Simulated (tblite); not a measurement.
Compound: C₇H₁₃PSi.
Numbering: `[CH3:1][c:2]1[cH:3][c:4]([CH3:5])[p:6]([SiH3:7])[c:8]1[CH3:9]` (hydrogens: H10, H11, H12 on C1; H13 on C3; H14, H15, H16 on C5; H17, H18, H19 on Si7; H20, H21, H22 on C9)

Computed geometry: GFN2-xTB, gas phase.

Question: Give the optimised bond lengths and angles.

Answer: 
| bond | length (Å) | order |
| --- | --- | --- |
| C1–C2 | 1.496 | single |
| C2–C3 | 1.433 | aromatic |
| C3–C4 | 1.354 | aromatic |
| C4–C5 | 1.494 | single |
| C4–P6 | 1.804 | aromatic |
| P6–Si7 | 2.240 | single |
| P6–C8 | 1.802 | aromatic |
| C8–C9 | 1.494 | single |
| C2–C8 | 1.360 | aromatic |
| C1–H10, C1–H11, C1–H12 | 1.089 | single |
| C3–H13 | 1.080 | single |
| C5–H14, C5–H15, C5–H16 | 1.090 | single |
| Si7–H17, Si7–H18, Si7–H19 | 1.464 | single |
| C9–H20, C9–H21, C9–H22 | 1.090 | single |

Bonds in one row agree within 0.01 Å and their mean is given. Orders are formal, as drawn. A selection of angles:
| angle | degrees |
| --- | --- |
| C2–C1–H10 | 110.6 |
| C2–C1–H12 | 110.4 |
| H10–C1–H11 | 108.8 |
| H10–C1–H12 | 107.6 |
| C1–C2–C3 | 122.6 |
| C1–C2–C8 | 124.0 |
| C3–C2–C8 | 113.4 |
| C2–C3–C4 | 115.1 |
| C2–C3–H13 | 121.5 |
| C4–C3–H13 | 123.4 |
| C3–C4–C5 | 126.4 |
| C3–C4–P6 | 110.3 |
| C5–C4–P6 | 123.1 |
| C4–C5–H14 | 110.6 |
| H14–C5–H15 | 107.9 |
| H15–C5–H16 | 108.9 |
| C4–P6–Si7 | 97.2 |
| C4–P6–C8 | 89.9 |
| Si7–P6–C8 | 97.1 |
| P6–Si7–H17 | 113.9 |
| P6–Si7–H18 | 106.3 |
| H17–Si7–H18 | 110.1 |
| P6–C8–C9 | 123.1 |
| C2–C8–P6 | 111.1 |
| C2–C8–C9 | 125.7 |
| C8–C9–H20 | 110.6 |
| H20–C9–H21 | 108.6 |
| H20–C9–H22 | 107.6 |

Si7 (SiH3 silicon) is distorted tetrahedral (angles from 106.1° to 113.9°). The C–C distances run from 1.354 Å (C3–C4, drawn aromatic) to 1.496 Å (C1–C2, drawn single), a spread of 0.142 Å. The 5-membered ring C2–C3–C4–P6–C8 has internal angles of 89.9° to 115.1° (sum 540°, against 540° for a flat polygon); it is almost planar, 0.02 Å rms from its mean plane, widest ring torsion 4°. P6 (ring phosphorus) is pyramidal (angles 97.2°, 97.1° and 89.9°, sum 284.1°, 1.02 Å off the plane of its three neighbours). Of the pairs four or more bonds apart, C9···H10 is among the closest relative to their van der Waals radii: 2.97 Å, 102 % of the sum of Bondi's values.

Point group: C1 (no symmetry element, even within 0.4 Å). GFN2-xTB frequencies show an imaginary mode (31i cm⁻¹), so the point is no minimum at that level.
